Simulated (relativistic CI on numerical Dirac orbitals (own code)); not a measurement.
Slater and spin-orbit integrals, Er¹²⁺

These numbers are calculated, not measured: Dirac-Coulomb-Breit CI, KLI orbitals optimised for each configuration, a model potential for QED, unscaled Slater integrals (own radial code, finite nucleus).

Slater integrals F^k, G^k are unscaled and averaged over j, outside the closed core [Ar] 3d10 4p6 4d10; ζ comes from projecting the Hamiltonian with its Breit term on Σ l·s of the shell.

- 4s2.4f8.5s2: F^2(4f,4f) = 157580, F^4(4f,4f) = 100440, F^6(4f,4f) = 72730, ζ(4f) = 2848.9 cm⁻¹; <r>(4f) = 0.632, <r^2>(4f) = 0.4774 (bohr units).
- 4s2.4f10: F^2(4f,4f) = 151430, F^4(4f,4f) = 96267, F^6(4f,4f) = 69624, ζ(4f) = 2609.1 cm⁻¹; <r>(4f) = 0.6531, <r^2>(4f) = 0.5115 (bohr units).
- 4s2.4f9.5s: F^2(4f,4f) = 154380, F^4(4f,4f) = 98265, F^6(4f,4f) = 71108, ζ(4f) = 2727.7, G^3(4f,5s) = 33917 cm⁻¹; <r>(4f) = 0.6428, <r^2>(4f) = 0.4948, <r>(5s) = 1.08, <r^2>(5s) = 1.299 (bohr units).

Averages of the first 8 configurations, taken without configuration mixing, which lowers the lowest level and can move excited configurations by several eV; other configurations of the list can lie among them:

| Configuration | Parity | States | Average energy above the lowest level (eV) |
| --- | --- | --- | --- |
| 4s2.4f8.5s2 | even | 3003 | 13.7 |
| 4s2.4f10 | even | 1001 | 57.5 |
| 4s2.4f9.5s | odd | 4004 | 33.1 |
| 4s2.4f7.5s2.6s | odd | 6864 | 114.4 |
| 4s2.4f9.6s | odd | 4004 | 145.7 |
| 4s2.4f6.5s2.6s2 | even | 3003 | 228.8 |
| 4s2.4f8.6s2 | even | 3003 | 246.7 |
| 4s.4f10.5s | even | 4004 | 490.1 |
